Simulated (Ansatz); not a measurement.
O₂, charge -1, doublet, geometry from GFN2-xTB (a state made from the parent by changing its charge; the spin is typed, not shown lowest) (a gas-phase anion, which may not be bound at this level); B97M-V/aug-cc-pVDZ run with Ansatz (an electronic-structure program).

Ansatz was given this input:
Ansatz 0.2 input:
```yaml
crystal:
  periodic: [false, false, false]
  atoms:
    - {symbol: O, position_ang: [-0.00000000, -0.00000000, -0.67067238]}
    - {symbol: O, position_ang: [0.00000000, 0.00000000, 0.67067238]}
basis:
  gaussian:
    orbitals: aug-cc-pVDZ
hamiltonian:
  xc: {name: B97M-V}
total_charge: -1
magnetization: {spin_polarized: true, initial_magnetization: 1}
accuracy: high
```

**Question.** Predict the main parts of the log of this Ansatz run.

**Answer.** 
```
Functional definition: B97M-V
806 factors; integrals over basis functions are off by at most 3.0e-9 eV
mean field evaluation 1: about -4087.0420 eV, gradient 2.8e1 eV
mean field evaluation 2: about -4085.1941 eV, gradient 3.5e1 eV
mean field evaluation 4: about -4090.2830 eV, gradient 3.3e-1 eV
mean field evaluation 8: about -4090.2819 eV, gradient 2.0e-2 eV
mean field evaluation 16: about -4090.2819 eV, gradient 7.9e-8 eV
mean field -4090.28191207 eV, -150.3150877759 hartree, gradient 7.9e-8 eV, S^2 0.757195; 1 other end points of the search recorded, 0 dependent functions left out
reference -4090.28191555 eV, -150.3150879039 hartree; 9, 8 occupied and 37, 38 virtual orbitals, 806 factors
Total energy: -4090.28191555 eV, -150.3150879039 hartree
```
